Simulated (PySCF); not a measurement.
CH₇GeNO, SMILES [GeH2]([OH])[NH]C.

Geometry optimised at ωB97X-D3(BJ)/def2-SVP. This is a generated structure with no PubChem entry under its InChIKey; it may be hypothetical. Other conformers were not sampled.

Two levels are set side by side: TDA-PBE/def2-SVPD (PySCF) and TDA-CAM-B3LYP/def2-SVPD (PySCF). Vertical, same geometry. The lowest singlet is HOMO→LUMO 90 % with PBE and HOMO→LUMO 77 % with the other functional; states are paired by order. Differences are taken from unrounded values.

```
quantity                              TDA-CAM-B3LYP  TDA-PBE  TDA-PBE minus TDA-CAM-B3LYP
------------------------------------  -------------  -------  ---------------------------
lowest singlet excitation (eV)                 5.97     5.09                        -0.88
lowest triplet excitation (TDA) (eV)           5.60     4.73                        -0.87
```

A lower first singlet is the usual sign of a functional without exact exchange. Differences between two approximate levels are no errors against the true value.

Rough cost on one machine, each run with all the roots and properties that it gave: TDA-CAM-B3LYP against TDA-PBE about 4 times.
